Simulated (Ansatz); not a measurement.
Species: NO, charge 0, multiplicity 4. The spin state was set by rule; other spins were not relaxed. SMILES: [N][O]
Coordinates optimised at B3LYP-D3(BJ)/def2-TZVP (Ansatz, a first-principles code):
```
N
O 1 1.4200
```
Charge 0, spin multiplicity 4.

Wanted: atomisation energy (electronic, to ground-state atoms), in eV. Cores are frozen in the correlated levels unless marked. UHF or UKS for open shells. Spin-orbit coupling is left out. No relativistic terms. The coupled-cluster limit lacks core correlation, which all-electron functionals hold. CBS(X,Y): correlation extrapolated as X^-3; Hartree-Fock from the larger set (for Q and 5 zeta extrapolated as (X+1)exp(-9√X)). The bracket is a focal-point correction in the basis named.

| level | program | atomisation energy (eV) |
|---|---|---|
| HF/cc-pV5Z | Ansatz | -0.46 |
| PBE/def2-TZVPD | Ansatz | 2.67 |
| PBE0/def2-QZVPP | Ansatz | 2.13 |
| HSE06-D4/def2-TZVPD | Ansatz + dftd4 | 2.14 |
| B2PLYP-D4/def2-TZVPD | Ansatz + dftd4 | 1.93 |
| MP2/def2-SVPD | Ansatz | 1.27 |
| CCSD(T)/6-31G | Ansatz | 0.33 |
| CCSDT(Q)/cc-pVDZ | Ansatz | 1.23 |
| RI-MP2/CBS(def2-TZVPP,def2-QZVPP)+[CCSD(T)-MP2]/def2-QZVPP | Ansatz | 1.76 |
| CCSD(T)/CBS(cc-pVQZ,cc-pV5Z) | Ansatz | 1.79 |
